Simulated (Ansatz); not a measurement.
Stepwise reaction of `CC[Si]CC` with hydrogen, as a gas-phase model of exchange steps in deposition or etching. ΔE in kJ/mol; ΔG adds harmonic PBE0-D4 terms to CCSD(T)/CBS, at 1 bar.

Gas-phase electronic energies from Ansatz, PBE0-D4/def2-TZVP geometries. CBS: MP2 limit from def2 TZ/QZ plus the TZ coupled-cluster correction, frozen cores. This one scheme is used for every species. Functionals use def2-TZVPP. B3LYP here is the variant with VWN-RPA as its local correlation; programs differ in this. One conformer a species, not always the lowest.

```json
{"step": "1", "reaction": "`CC[Si]CC` + H₂ → `CC[SiH]` + `CC`", "PBE-D4": "-24.5", "B3LYP-D4": "-31.7", "ωB97M-V": "-29.9", "CCSD(T)/CBS": "-27.9", "ΔG(600 K)": "-29.0"}
{"step": "2", "reaction": "`CC[SiH]` + H₂ → `[SiH2]` + `CC`", "PBE-D4": "-21.0", "B3LYP-D4": "-30.2", "ωB97M-V": "-28.9", "CCSD(T)/CBS": "-28.0", "ΔG(600 K)": "-22.2"}
```

**Question.** By hand: ΔE of the 2 steps together at CCSD(T)/CBS.

**Answer.** (-27.9) + (-28.0) = -55.9 kJ/mol, or -27.9 kJ/mol a step.

In ΔE the steps differ by no more than 0.1 kJ/mol. All are downhill at CCSD(T)/CBS. ΔG lies between -29.0 and -22.2 kJ/mol a step. PBE-D4 differs from CCSD(T)/CBS by 3.4 to 7.0 kJ/mol a step. Isolated molecules leave out the surface, adducts and barriers. Largest T1 diagnostic: 0.014.
